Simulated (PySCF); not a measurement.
Radial density of Li⁻ (lithium, charge -1)

PW91, [He] 2s2, closed-shell 1S. Calculation: PySCF 2.14, in aug-cc-pCVTZ-DK with one added diffuse shell each of s, p, d, f type (8s7p5d3f, 75 functions); the spin-free X2C one-electron Hamiltonian (Gaussian nucleus).

| r (bohr) | 4πr²ρ (e/bohr) |
| --- | --- |
| 0.00985 | 0.01623 |
| 0.0166 | 0.04385 |
| 0.0279 | 0.1157 |
| 0.0469 | 0.2916 |
| 0.0788 | 0.6817 |
| 0.133 | 1.403 |
| 0.223 | 2.346 |
| 0.375 | 2.812 |
| 0.631 | 1.995 |
| 1.06 | 0.6519 |
| 1.78 | 0.2056 |
| 3.00 | 0.3431 |
| 5.05 | 0.2915 |
| 8.49 | 0.08662 |
| 14.3 | 0.01594 |
| 24.0 | 0.003014 |
| 40.4 | 9.227e-05 |

Densities and radii are taken from the X2C orbitals without a picture-change correction, which distorts them close to the nucleus.

At PW91 the highest occupied level has a positive energy, so only the finite basis holds that electron; in a semilocal or global hybrid functional this comes from self-interaction and does not mean that the real anion is unbound.
